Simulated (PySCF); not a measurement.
**Ionisation energy of Sb³⁺ by level of theory**

Sb³⁺ [Kr] 4d10 5s2 → Sb⁴⁺ [Kr] 4d10 5s1 [5s1/2^1, M_J = 1/2], as a difference of total energies. Calculation: PySCF 2.14, in x2c-SVPall-2c (6s8p4d, 50 functions); the two-component X2C-1e Hamiltonian. Correlated levels: [Ar] 3d10 frozen; the 6 highest virtual spinors dropped. "Screened" scales the spin-orbit matrix elements by Boettger's factors to mimic the two-electron term; Breit and QED terms are absent.

| method | ionisation energy (eV) |
| --- | --- |
| GHF (screened spin-orbit) | 41.738 |
| GMP2 (screened spin-orbit) | 42.475 |

Problem. How much does correlation contribute at GMP2 (screened spin-orbit)?

Solution. 42.475 − (41.738) = 0.737 eV, measured against GHF (screened spin-orbit).

Errors of the correlated levels include the incompleteness of this basis and the frozen core.

MP2 underrates the near-degeneracy of ns² with np² in the lower species.

For comparison: 43.804 ± 0.025 eV (measured; NIST Atomic Spectra Database, ionization energies).
